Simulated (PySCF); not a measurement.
**Energy of Ir (iridium, neutral) between two integer charges**

The 6s beta orbital of [Xe] 4f14 5d7 6s2 is emptied in steps (occupation f), with all orbitals relaxed, ending at [Xe] 4f14 5d7 6s1. All numbers are calculated (PySCF 2.14, scalar relativity through the core potential, in def2-TZVP with the def2 core potential (60 electrons)). The exact energy is a straight line in f; departures are measured from the line between the end points of the same method.

```json
{"f": "1", "BHandHLYP (eV)": "0.000", "wB97X (eV)": "0.000", "r2SCAN0 (eV)": "0.000"}
{"f": "0.8", "BHandHLYP (eV)": "-0.256", "wB97X (eV)": "-0.103", "r2SCAN0 (eV)": "-0.333"}
{"f": "0.6", "BHandHLYP (eV)": "-0.387", "wB97X (eV)": "-0.162", "r2SCAN0 (eV)": "-0.498"}
{"f": "0.4", "BHandHLYP (eV)": "-0.392", "wB97X (eV)": "-0.168", "r2SCAN0 (eV)": "-0.496"}
{"f": "0.2", "BHandHLYP (eV)": "-0.265", "wB97X (eV)": "-0.109", "r2SCAN0 (eV)": "-0.327"}
{"f": "0", "BHandHLYP (eV)": "0.000", "wB97X (eV)": "0.000", "r2SCAN0 (eV)": "0.000"}
```

Question: For BHandHLYP, how does the orbital energy at f = 1 compare with the removal energy?

Answer: −ε = 6.984 eV against a total-energy difference of 8.567 eV. By Janak's theorem ε = ∂E/∂f, so the gap between them reflects the curvature. Along the path −ε is 7.597 (f = 0.8), 8.224 (f = 0.6), 8.870 (f = 0.4), 9.541 (f = 0.2) eV.

| method | E(f=0) − E(f=1) (eV) | −ε at f=1 (eV) | −ε at f=0.4 (eV) |
| --- | --- | --- | --- |
| BHandHLYP | 8.567 | 6.984 | 8.870 |
| wB97X | 9.135 | 8.525 | 9.259 |
| r2SCAN0 | 8.536 | 6.448 | 8.965 |

As f goes to zero the orbital energy of a semilocal functional can turn back, because the density of that orbital vanishes from the exchange-correlation potential.

Reference removal energy between the ground levels: 8.967 eV (measured; NIST Atomic Spectra Database, ionization energies). The calculation has no spin-orbit coupling.
